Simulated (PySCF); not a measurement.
This PySCF input asks for the NMR shieldings of `InChI=1S/C6H6B2F2/c7-5-3-1-2-4-6(5)8(9)10/h1-4H,7H2`; the geometry comes from GFN2-xTB.

```python
import basis_set_exchange as bse
import numpy as np
from pyscf import gto, dft
from pyscf.prop import nmr

atoms = """
B     0.155187    2.221272    0.198354
C    -0.260025    0.715090    0.065359
C    -1.571268    0.250582    0.037592
C    -1.848017   -1.099873   -0.081288
C    -0.817937   -2.026541   -0.176230
C     0.492036   -1.594516   -0.151117
C     0.785113   -0.232143   -0.031169
B     2.175402    0.411757    0.014336
F     2.192872    1.749645    0.136574
F     3.368239   -0.140687   -0.046404
H     0.167760    2.715494    1.257783
H     0.149320    2.897138   -0.755342
H    -2.383612    0.959261    0.111386
H    -2.874733   -1.436395   -0.099863
H    -1.043012   -3.078716   -0.268158
H     1.305076   -2.302424   -0.223224
"""
names = dict.fromkeys(["B", "C", "F", "H"], "pcSseg-1")
basis = {el: gto.basis.parse(bse.get_basis(n, elements=[el], fmt="nwchem")) for el, n in names.items()}
mol = gto.M(atom=atoms, basis=basis, charge=0, verbose=0)
mf = dft.RKS(mol, xc="PBE0")
mf.grids.level = 2
mf.grids.alignment = dft.numint.BLKSIZE   # the property module wants whole blocks of grid points
mf.conv_tol = 1e-9
mf.kernel()

calc = nmr.RKS(mf)   # GIAO
C = mf.mo_coeff
Co = C[:, mf.mo_occ > 0]
resp = mf.gen_response(singlet=True, hermi=2)
def vind(x):   # induced exchange potential for any number of trial vectors
    d = np.einsum("pi,xij,qj->xpq", C, 2 * x.reshape(-1, C.shape[1], Co.shape[1]), Co, optimize=True)
    return np.einsum("xpq,pi,qj->xij", resp(d - d.transpose(0, 2, 1)), C, Co, optimize=True).ravel()
mo1, _ = nmr.rhf.solve_mo1(calc, with_cphf=vind)
sigma = calc.kernel(mo1)
for i, s in enumerate(sigma):   # ppm
    w = np.linalg.eigvalsh((s + s.T) / 2)
    print("%2d %-2s iso %8.1f  s11 %8.1f  s22 %8.1f  s33 %8.1f" % (i, mol.atom_pure_symbol(i), w.mean(), *w))
```

Problem. What are the results?

Solution. 
```
 0 B  iso     37.9  s11    -15.1  s22     -3.9  s33    132.5
 1 C  iso     14.7  s11    -82.6  s22    -47.8  s33    174.6
 2 C  iso     59.2  s11    -49.2  s22     40.4  s33    186.3
 3 C  iso     47.0  s11    -66.3  s22     27.1  s33    180.1
 4 C  iso     56.3  s11    -52.8  s22     41.2  s33    180.6
 5 C  iso     45.5  s11    -71.1  s22     26.4  s33    181.3
 6 C  iso     62.6  s11    -29.4  s22     30.0  s33    187.1
 7 B  iso     74.6  s11     58.2  s22     74.6  s33     91.0
 8 F  iso    273.9  s11    133.7  s22    331.5  s33    356.4
 9 F  iso    268.7  s11    106.7  s22    307.9  s33    391.6
10 H  iso     24.4  s11     18.1  s22     25.5  s33     29.6
11 H  iso     24.4  s11     18.1  s22     25.5  s33     29.6
12 H  iso     24.2  s11     20.7  s22     24.2  s33     27.8
13 H  iso     23.8  s11     20.7  s22     23.8  s33     26.8
14 H  iso     24.1  s11     20.8  s22     24.6  s33     26.9
15 H  iso     23.5  s11     20.0  s22     22.8  s33     27.9
```

These numbers come from an equivalent density-fitted implementation of the same equations, which agrees with the script to about 0.01 ppm for H and up to a few tenths of a ppm for heavy atoms, so last digits may differ.

Size and cost of the density-fitted run: 200 basis functions, 60 s wall time on 1 thread of an Arm Neoverse N1, shared host; peak memory 0.88 GiB.
